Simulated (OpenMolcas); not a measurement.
**Nd V: the spin-orbit constant, worked from levels**

```json
{
  "Program": "OpenMolcas",
  "Basis": "ANO-RCC-VTZP [8s7p5d3f2g1h]",
  "Scalar Hamiltonian": "DKH2, point nucleus",
  "Active space": "2 electrons in 7 orbitals (4f)",
  "State averaging": "2S+1 = 3 even, 21 roots; 2S+1 = 1 even, 28 roots (27 in the spin-orbit step)",
  "Spin-orbit coupling": "state interaction with AMFI integrals over the reference wave functions, term energies averaged over their components"
}
```

Methods: CASSCF; SS-CASPT2, IPEA 0.25 Eh, imaginary shift 0.1 Eh (closed shells correlated: 5s 5p). Measured levels: the list in Carvajal Gallego et al., Mon. Not. R. Astron. Soc. 518, 332 (2023).

**The spin-orbit constant.** For the Hund term ³H of f2, E(J) = (A/2) J(J+1) + constant and ζ = 2S·A = 2A. From J = 4 to J = 6 the energy changes by 11 A.

```tsv
Source	E(6) - E(4)	A	ζ
CASSCF	6096.9	554.3	1109
SS-CASPT2	6115.6	556.0	1112
measured	5743.4	522.1	1044
```

All in cm-1. SS-CASPT2 is off by +6.5 % and CASSCF by +6.2 %. Both methods take the spin-orbit matrix elements from the reference wave functions, so the second can move ζ only through the term energies and any multistate remixing. Second-order mixing with other terms is absorbed into this ζ.

Term energies are means over components that CASPT2 splits; among the terms shown or strongly mixed into the levels shown the widest spread is 36 cm-1 (4f² ³H, SS-CASPT2). Some high roots are left out of the spin-orbit mixing, which shifts the levels that they would mix with. Without dynamic correlation excited terms often stand tens of per cent too high (terms of higher spin than the ground term too low), and those without a measured partner can miss by more than the paired ones (holds for CASSCF). Computed and measured levels are paired by configuration, term and J; levels that our copy of the source lacks, or whose pairing is in doubt (as where it misses far off the trend of its configuration), stay unpaired and out of the deviations. Levels of configurations outside the active space are missing.
